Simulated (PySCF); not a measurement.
Species: CH9ClSi3.
SMILES: `[SiH3]C([SiH3])[SiH2]Cl`

Jobs on this species (14 atoms, 74 electrons) with PySCF (density fitting). Hardware of each: one thread, Arm Neoverse N1 (aarch64), on a shared host. Times come from a shared host and carry two figures at best. Peak memory is the resident size of the whole Python process, interpreter and libraries included.

| level and settings | work | basis functions | SCF cycles | wall time | peak memory |
| --- | --- | --- | --- | --- | --- |
| delta-SCF UKS SCAN, pcX-1 on the ionised atom, pcseg-1 elsewhere, spin-free X2C | ΔSCF core ionisation, 7 holes | 153 | ? | ? | ? |
| delta-SCF UKS HF, pcX-2 on the ionised atom, pcseg-1 elsewhere, spin-free X2C | ΔSCF core ionisation, 7 holes | 173 | ? | ? | ? |
| delta-SCF UKS SCAN, def2-TZVP on the ionised atom, pcseg-1 elsewhere, spin-free X2C | ΔSCF core ionisation, 7 holes | 150 | ? | ? | ? |
| delta-SCF UKS SCAN, pcX-2 on the ionised atom, pcseg-1 elsewhere, non-relativistic | ΔSCF core ionisation, 7 holes | 173 | 91 | 86 s | 0.65 GiB |
| delta-SCF UKS B3LYP, pcX-2 on the ionised atom, pcseg-1 elsewhere, spin-free X2C | ΔSCF core ionisation, 7 holes | 173 | 82 | 2.1 min | 0.78 GiB |
| delta-SCF UKS PBE0, pcX-2 on the ionised atom, pcseg-1 elsewhere, spin-free X2C | ΔSCF core ionisation, 7 holes | 173 | 81 | 2.0 min | 0.78 GiB |
| PBE0-D3(BJ)/def2-SVP, grid level 1 | geometry optimisation from a GFN2-xTB start shaken at random | 131 | 139 | 5.1 min | 0.52 GiB |
| delta-SCF UKS PBE, pcX-2 on the ionised atom, pcseg-1 elsewhere, spin-free X2C | ΔSCF core ionisation, 7 holes | 173 | 90 | 60 s | 0.66 GiB |
| delta-SCF UKS SCAN, pcX-2 on the ionised atom, pcseg-1 elsewhere, spin-free X2C | ΔSCF core ionisation, 7 holes | 173 | 91 | 89 s | 0.65 GiB |

**Question.** Fill in the missing figures.

**Answer.** 
- delta-SCF UKS SCAN, pcX-1 on the ionised atom, pcseg-1 elsewhere, spin-free X2C; ΔSCF core ionisation, 7 holes: 75 s, 0.57 GiB, 91 SCF cycles
- delta-SCF UKS HF, pcX-2 on the ionised atom, pcseg-1 elsewhere, spin-free X2C; ΔSCF core ionisation, 7 holes: 78 s, 0.65 GiB, 80 SCF cycles
- delta-SCF UKS SCAN, def2-TZVP on the ionised atom, pcseg-1 elsewhere, spin-free X2C; ΔSCF core ionisation, 7 holes: 80 s, 0.57 GiB, 87 SCF cycles

**Question.** What do all jobs in the table cost together?

**Answer.** About 17 min; the longest takes about 30 % of that, and about 5.1 times as long as the shortest.
